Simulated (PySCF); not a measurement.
A species of formula C2H9ClOSi2 has this rotational fingerprint, computed with CAM-B3LYP/def2-SVPD in PySCF (dipole) on a GFN2-xTB geometry, gas phase:

```
Rotational constants : A = 2634, B = 1135, C = 857.7 MHz
Dipole components    : |μa| = 0.46 D, |μb| = 0.77 D, |μc| = 0.21 D
Inertial defect      : -47.90 u·Å²
κ                    : -0.69
```

**Question.** Which candidate fits, each taken in the one conformer that was computed?
A. `[CH3:1][O:2][CH2:3][SiH2:4][SiH2:5][Cl:6]` with C1–O2–C3–Si4 177°, O2–C3–Si4–Si5 -39°, C3–Si4–Si5–Cl6 -63°
B. `[CH3:1][SiH2:2][O:3][Si@@H:4]([CH3:5])[Cl:6]` with C1–Si2–O3–Si4 -26°, Si2–O3–Si4–C5 -141°

**Answer.** B. It is C[SiH2]O[Si@@H](C)Cl, an asymmetric top, point group C1. The candidates at the same level (rigid rotor, commonest isotopes):

| SMILES | A (MHz) | B (MHz) | C (MHz) | μa (D) | μb (D) | μc (D) | Δ (u·Å²) | point group | rotor |
| --- | --- | --- | --- | --- | --- | --- | --- | --- | --- |
| COC[SiH2][SiH2]Cl | 2257 | 1100 | 868.4 | 2.04 | 0.33 | 0.26 | -101.55 | C1 | asymmetric top |
| C[SiH2]O[Si@@H](C)Cl | 2634 | 1135 | 857.7 | 0.46 | 0.77 | 0.21 | -47.90 | C1 | asymmetric top |

`COC[SiH2][SiH2]Cl` has A 14 % too low. No structure here is proved a minimum.
